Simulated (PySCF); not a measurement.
# Partial charges of `C=C[PH+](C=C)CCC`

Compound: C7H14P (charge +1).
Z-matrix (Å and degrees, GFN2-xTB geometry), rows numbered from 1:
```
C 
C   1  1.3257
P   2  1.7942  1  122.82
C   3  1.7923  2  109.95  1  -120.58
C   4  1.3252  3  123.38  2   112.93
C   3  1.8194  2  108.93  1   118.04
C   6  1.5302  3  112.94  2   172.14
C   7  1.5213  6  111.85  3    56.46
H   1  1.0790  2  122.40  3    -0.13
H   1  1.0779  2  121.39  3  -179.96
H   2  1.0841  1  122.16  3  -179.52
H   3  1.3768  2  106.75  1    -2.59
H   4  1.0846  3  114.38  2   -66.04
H   5  1.0788  4  122.42  3     0.75
H   5  1.0777  4  121.36  3  -179.45
H   6  1.0967  3  106.69  2    49.94
H   6  1.0951  3  107.22  2   -65.28
H   7  1.0920  6  109.97  3   -65.55
H   7  1.0907  6  108.07  3   177.27
H   8  1.0915  7  110.66  6   -66.94
H   8  1.0876  7  110.88  6    54.22
H   8  1.0861  7  110.28  6   173.87
```

Density: PBE0/pcSseg-1 (PySCF); schemes: Mulliken, IAO, Hirshfeld and ESP-fitted. Isolated species at its GFN2-xTB geometry (one conformer only).

**Question.** Atoms with like bonding are taken together and averaged. Which atoms carry the highest charge in the Mulliken, IAO, Hirshfeld and ESP-fitted schemes?

**Answer.** All schemes agree: Mulliken P3 (+0.552); IAO P3 (+1.069); Hirshfeld P3 (+0.462); ESP-fitted P3 (+0.674).

**Question.** At which atom do the 4 schemes differ most?

**Answer.** At P3: from +0.462 (Hirshfeld) to +1.069 e (IAO), 0.607 e apart.

**Question.** What partial charge does each atom carry?

**Answer.** In e; atoms taken as equivalent share a row and are averaged (×n: the atom named and its like, n in all):

| atom | environment | Mulliken | IAO | Hirshfeld | ESP-fitted |
| --- | --- | --- | --- | --- | --- |
| C1/C5 | terminal =CH2 carbon | -0.058 | -0.216 | -0.013 | -0.196 |
| C2/C4 | alkene CH carbon | -0.398 | -0.389 | -0.074 | -0.360 |
| P3 | phosphonium phosphorus | +0.552 | +1.069 | +0.462 | +0.674 |
| C6 | sp3 carbon bound to phosphorus | -0.405 | -0.461 | -0.078 | -0.417 |
| C7 | chain CH2 carbon | -0.261 | -0.253 | -0.054 | +0.159 |
| C8 | methyl carbon | -0.303 | -0.423 | -0.110 | -0.320 |
| H9/H14 | vinylic hydrogen | +0.155 | +0.173 | +0.076 | +0.176 |
| H10/H15 | vinylic hydrogen | +0.180 | +0.200 | +0.092 | +0.209 |
| H11/H13 | vinylic hydrogen | +0.189 | +0.190 | +0.077 | +0.232 |
| H12 | P–H hydrogen | +0.143 | +0.021 | +0.055 | +0.084 |
| H16/H17 | methylene hydrogen | +0.199 | +0.183 | +0.073 | +0.172 |
| H18/H19 | methylene hydrogen | +0.162 | +0.161 | +0.057 | +0.034 |
| H20/H21/H22 | methyl hydrogen | +0.139 | +0.148 | +0.050 | +0.095 |

Mean size of the charges over all atoms: IAO 0.259 e, Mulliken 0.216 e, ESP-fitted 0.214 e, Hirshfeld 0.083 e. Each set sums to the total charge, 1, to within 0.001 e. The ESP scheme is a least-squares fit of atom-centred charges to the potential on four shells outside the van der Waals surface, with the total charge fixed. The Mulliken scheme gives each basis function's population to the atom it is centred on and halves the overlap population of two atoms between them.

Some averages cover members that differ in this geometry: C2/C4, ESP-fitted -0.453 to -0.267; C1/C5, ESP-fitted -0.233 to -0.159; H20/H21/H22, ESP-fitted +0.062 to +0.128; H20/H21/H22, IAO +0.121 to +0.175 e.

**Question.** How many electrons does the ESP-fitted scheme count on C6?

**Answer.** Z − q = 6 − (-0.417) = 6.417.

**Question.** Sum the charges by element, for elements with more than one atom.

**Answer.** 
```json
{"element": "C", "atoms": "7", "Mulliken": "-1.881", "IAO": "-2.346", "Hirshfeld": "-0.415", "ESP-fitted": "-1.690"}
{"element": "H", "atoms": "14", "Mulliken": "+2.329", "IAO": "+2.278", "Hirshfeld": "+0.953", "ESP-fitted": "+2.017"}
```

**Question.** How closely do the schemes follow one another over all atoms?

**Answer.** Correlation coefficient and root-mean-square difference: IAO with Hirshfeld 0.97, 0.221 e; Mulliken with IAO 0.94, 0.126 e; IAO with ESP-fitted 0.92, 0.137 e; Mulliken with ESP-fitted 0.89, 0.118 e; Mulliken with Hirshfeld 0.86, 0.158 e; Hirshfeld with ESP-fitted 0.86, 0.169 e.
